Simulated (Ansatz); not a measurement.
`NB(O)O[SiH3]`. Charge 0, multiplicity 1.

```xyz
11

N     1.744   -0.128   -1.132
B     0.445   -0.179   -0.585
O    -0.632   -0.759   -1.215
O     0.226    0.378    0.649
Si   -1.157    0.474    1.536
H     2.496    0.308   -0.631
H     2.005   -0.505   -2.023
H    -0.442   -1.137   -2.074
H    -0.804    1.187    2.789
H    -2.207    1.238    0.816
H    -1.675   -0.878    1.871
```

Q: What are the harmonic wavenumbers in cm⁻¹ at PBE0-D4/def2-TZVP (Ansatz, finite differences of forces, unscaled)? (An estimate is asked.)

A: The calculation gave: 76, 100, 113, 309, 352, 402, 477, 533, 654, 693, 729, 760, 884, 954, 957, 963, 992, 1061, 1413, 1441, 1633, 2230, 2230, 2240, 3653, 3754, 3925.

Q: Is this a minimum?

A: Yes, all 27 modes are real.

Q: Give the ideal-gas thermochemistry at 298.15 K and 1 bar (rigid rotor, harmonic oscillator; point group Cs, symmetry number 1).

A: Zero-point energy 200.6 kJ/mol; H(298) − E = 222.2 kJ/mol; entropy 348.4 J/(mol·K), of which translation 165.1, rotation 110.9, vibration 72.4; G(298) − E = 118.3 kJ/mol. Modes under 100 cm⁻¹ are hindered rotations or soft bends, so the harmonic entropy is rough.
